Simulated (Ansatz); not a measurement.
`[CH3][AlH][N]=C=O` + `O[SiH2]O` → `[CH3][AlH][O][SiH2]O` + `N=C=O`  (ligand exchange at the Al–N bond)

Program: Ansatz. Geometries: PBE0-D4/def2-TZVP. ΔE: electronic, gas phase. CBS: MP2 limit from def2 TZ/QZ plus the TZ coupled-cluster correction, frozen cores. This one scheme is used for every species. DFT in def2-TZVPP. HSE06 is defined as in plane-wave codes. One conformer a species, not always the lowest.

```json
{"level": "PBE-D4", "ΔE (kcal/mol)": "-2.8"}
{"level": "ωB97X-V", "ΔE (kcal/mol)": "-2.7"}
{"level": "HSE06", "ΔE (kcal/mol)": "-1.9"}
{"level": "MP2/def2-SVP", "ΔE (kcal/mol)": "-2.3"}
{"level": "SCS-MP2/def2-TZVPP", "ΔE (kcal/mol)": "-2.7"}
{"level": "SCS-MP2/def2-QZVPP", "ΔE (kcal/mol)": "-2.8"}
{"level": "HF/CBS(def2)", "ΔE (kcal/mol)": "-1.9"}
{"level": "MP2/CBS(def2)", "ΔE (kcal/mol)": "-2.3"}
```

Task: What does CCSD(T)/CBS give? (Estimate.)

Result: The calculation gave: -2.8 kcal/mol. The listed levels differ from it by 0.0, 0.1, 0.9, 0.5, 0.1, 0.0, 0.9, 0.5 kcal/mol.

Largest T1 diagnostic among the species: 0.018.

In def2-TZVPP, CCSD(T) changes the Hartree–Fock value by −1.4 kcal/mol (the triples alone add −0.2 kcal/mol) and MP2 by −0.9 kcal/mol. From BLYP to BHLYP (50 % exact exchange), in def2-TZVPP and without D4, ΔE moves by +0.9 kcal/mol. Leaving LDA and LC-ωPBE aside and taking each functional with its dispersion term where it has one, the values, not all of them listed here, spread over 1.8 kcal/mol, from BLYP-D4 to PBE-QIDH.
